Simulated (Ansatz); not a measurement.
NbSe(OH)3 (NbSeO₃H₃). Charge 0, multiplicity 3. Geometry r2SCAN-D4/def2-SVP, that of the neutral singlet; atoms count from 1.

```
atom    x (Å)    y (Å)    z (Å)
 Nb1   0.0084   0.0300  -0.0199
 Se2   0.4996   1.9069  -1.2509
  O3  -1.2987   0.4327   1.2800
  H4  -1.7762   1.2388   1.5118
  O5   1.5600  -0.5993   0.8499
  H6   2.4759  -0.2961   0.8753
  O7  -0.6524  -1.3302  -1.1483
  H8  -0.8165  -1.3828  -2.0980
```

In the def2 sets Nb takes a core potential; there is no spin–orbit coupling. At PBE0-D4/def2-TZVP a singlet of charge 0 lies 3.07 eV below the triplet at the same geometry.

Problem. Estimate the Mulliken populations from the PBE0/def2-TZVP orbitals of Ansatz.

Solution. 
| atom | charge (e) | spin (α − β) | d electrons |
| --- | --- | --- | --- |
| Nb1 | 1.52 | 0.93 | 2.92 |
| Se2 | -0.32 | 1.03 | – |
| O3 | -0.73 | 0.00 | – |
| H4 | 0.33 | 0.02 | – |
| O5 | -0.74 | 0.00 | – |
| H6 | 0.35 | 0.00 | – |
| O7 | -0.73 | 0.00 | – |
| H8 | 0.33 | 0.02 | – |
Mulliken values depend strongly on the basis.

Problem. Where does the spin sit?

Solution. Summed by element: Nb 0.93, Se 1.03, O -0.01, H 0.05, of 2 unpaired in all. Largest on single atoms: Se2 1.03, Nb1 0.93, H4 0.02.

Problem. And the Mayer bond orders between heavy atoms (over 0.3)?

Solution. Nb1–Se2 1.18 (2.30 Å); Nb1–O3 0.94 (1.89 Å); Nb1–O5 0.92 (1.89 Å); Nb1–O7 0.94 (1.89 Å).
